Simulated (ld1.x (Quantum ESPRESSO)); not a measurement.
selenium (Se), TM semilocal: configuration errors across variants

ld1.x (Quantum ESPRESSO) 7.5 input, shortened:

```
&input
   title='Se', zed=34., rel=1, dft='PZ', iswitch=3,
   config='[Ar] 3d10 4s1.5 4p4.5 4d-2'
 /
 &inputp
   pseudotype=1, tm=.true., lloc=0,
   nlcc=.true., rcore=0.60
 /
3
4P  2  1   4.50   0.00  1.35  1.35  0.0
4D  3  2  -2.00   0.10  1.20  1.20  0.0
4S  1  0   1.50   0.00  1.10  1.10  0.0
 &test
   configts(1)='4s1.5 4p4.5'
 /
```

All-electron excitation energies from the reference (eV): (1) 4s2 4p4 -5.441; (2) 4s2 4p3 5.568; (3) 4s2 4p2 26.126; (4) 4s1 4p4 17.152; (5) 4s2 4p4.3 -7.078; (6) 4s2 4p1 57.282; (7) 4s2 4p0 99.854; (8) 4s1.5 4p4.5 spin -0.636; (9) 4s2 4p4 spin -6.034.

Spin tests fill each open shell by Hund’s rule, majority spin first.

A semilocal file is local in each channel, so a ghost entry of none says nothing of the separable form that plane-wave codes build from it.

1 further variants failed, have other tests or too few solved ones, and are left out.

Errors AE − PS in meV (a dash: test not solved or not reliable):

```tsv
change	(1)	(2)	(3)	(4)	(5)	(6)	(7)	(8)	(9)	bound ghosts
base	-1.8	-2.8	-3.5	-2.1	-0.9	-15	-72	-2.1	-1.9	none
wave 4p (bound): rc 1.35 bohr becomes 4p (bound): rc 1.30 bohr	-1.5	-2.3	-2.1	-1.3	-0.6	-13	-73	-2.6	-2.1	none
wave 4p (bound): rc 1.35 bohr becomes 4p (bound): rc 1.50 bohr	-2.6	-4.4	-7.0	-4.4	-1.8	-20	-66	0.0	-0.8	none
wave 4p (bound): rc 1.35 bohr becomes 4p (bound): rc 1.62 bohr	-3.0	-5.0	-8.1	-5.2	-2.2	-20	-61	+1.0	-0.1	none
wave 4p (bound): rc 1.35 bohr becomes 4p (bound): rc 1.82 bohr	-3.0	-5.1	-8.3	-5.1	-2.2	-21	-63	+0.9	-0.2	none
wave 4p (bound): rc 1.35 bohr becomes 4p (bound): rc 1.98 bohr	-2.6	-4.7	-8.2	-4.1	-1.8	-24	-79	-0.3	-1.3	none
```

Task: Give the same row for: wave 4p (bound): rc 1.35 bohr becomes 4p (bound): rc 1.12 bohr.

Result: +0.4, +1.7, +13, +7.9, +1.6, +12, -96, -3.9, -1.3; bound ghosts: none.
